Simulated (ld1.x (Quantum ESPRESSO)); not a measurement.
# Scattering properties, RRKJ potential for silver (Ag)

ld1.x (Quantum ESPRESSO) 7.5 input, shortened:

```
&input
   title='Ag', zed=47., rel=2, dft='PBE', iswitch=3,
   config='[Kr] 4d10 5s1 5p0', rel_dist='average'
 /
 &inputp
   pseudotype=2, tm=.false., rho0=0.01, lloc=2,
   nlcc=.true., new_core_ps=.true., rcore=0.95
 /
3
5S  1  0   1.00   0.00  2.30  2.30  0.0
5P  2  1   0.00   0.00  3.80  3.80  0.0
4D  3  2  10.00   0.00  1.95  1.95  0.0
 &test
   configts(1)='4d10 5s1 5p0'
 /
```

Open shells are filled in proportion to 2j + 1 (rel_dist='average').

The phase is arctan(r·u′/u) with u = r·R(r), unwrapped; energies in Ry, scanned from -3 to 5 Ry. A pole is an energy at which the radial function vanishes at the test radius. The pseudo phase is shifted by a multiple of π to meet the all-electron one at the reference energy, and phase errors are pseudo minus all-electron; the curves can meet again beyond the range given. Levels narrower than the energy grid can be missing from the lists of poles. Where the grid stepped over a known ghost or core level, its pole and its step of π were put in at the level’s energy.

```tsv
channel	radius (bohr)	reference energy (Ry)	poles, all-electron	poles, pseudo	unbroken range about the reference energy with phases within 0.05 rad	phase error 1 Ry above the reference energy (rad)
s	4.08	-0.32	-0.02, 2.89	-0.02, 2.77	below 1.1	-0.004
p1/2	4.08	-0.06	0.55, 3.57	-1.46, 0.55, 3.49	-1.4 to 4.7	+0.002
p3/2	4.08	-0.05	0.60, 3.69	-1.90, 0.60, 3.55	-1.9 to 1.8	-0.000
d3/2	4.08	-0.57	-0.55, 1.69	-0.53, 1.73	not even at the reference energy	-3.114
d5/2	4.08	-0.53	-0.51, 1.71	-0.53, 1.73	not even at the reference energy	-0.001
```

Note: ghost states, extra bound levels that the all-electron valence spectrum of the same l lacks: s at -78.8 eV, p3/2 at -25.8 eV, p1/2 at -19.8 eV. A true bound ghost makes a file unfit for plane-wave use. The potential misses its own reference levels by up to 0.3 eV.

Phases in the d5/2 channel:

```
E (Ry)  all-electron  pseudo
 -3.00         1.432   1.432
 -2.52         1.420   1.420
 -2.04         1.404   1.404
 -1.56         1.382   1.382
 -1.08         1.345   1.345
 -0.60         1.161   1.112
 -0.12        -1.912  -1.915
  0.36        -2.302  -2.304
  0.84        -4.115  -4.109
  1.32        -4.595  -4.591
  1.80        -4.732  -4.727
  2.28        -4.835  -4.826
  2.76        -5.022  -4.989
  3.24        -6.426  -5.998
  3.72        -7.593  -7.540
  4.20        -7.749  -7.730
  4.68        -7.815  -7.803
```
